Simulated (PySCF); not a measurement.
These 2 structures share the formula H7PSiSn. Level of theory: PySCF, PBE0-D3(BJ)/def2-SVP geometry optimisation, gas phase, def2 core potentials past Kr. Energies are electronic, without zero-point or thermal terms, for one conformer each. No frequencies were run at this level. Point groups hold within 0.08 Å.

Question: Rank from lowest to highest electronic energy at this level (kJ/mol).
A. `[PH2:1][SiH2:2][SnH3:3]` with H–P1–Si2–Sn3 -165° and -71°
B. `[SiH3:1][SnH2:2][PH2:3]` with Si1–Sn2–P3–H -159° and -66°

Answer: B (0.0), A (15.7).

```json
{"SMILES": "[SiH3][SnH2][PH2]", "E (Eh)": "-848.88896", "E rel (kJ/mol)": "0.0", "dipole (D)": "0.84", "point group": "–", "A, B, C (MHz)": "4539, 1737, 1314"}
{"SMILES": "P[SiH2][SnH3]", "E (Eh)": "-848.88296", "E rel (kJ/mol)": "15.7", "dipole (D)": "0.87", "point group": "–", "A, B, C (MHz)": "8216, 1065, 974.4"}
```
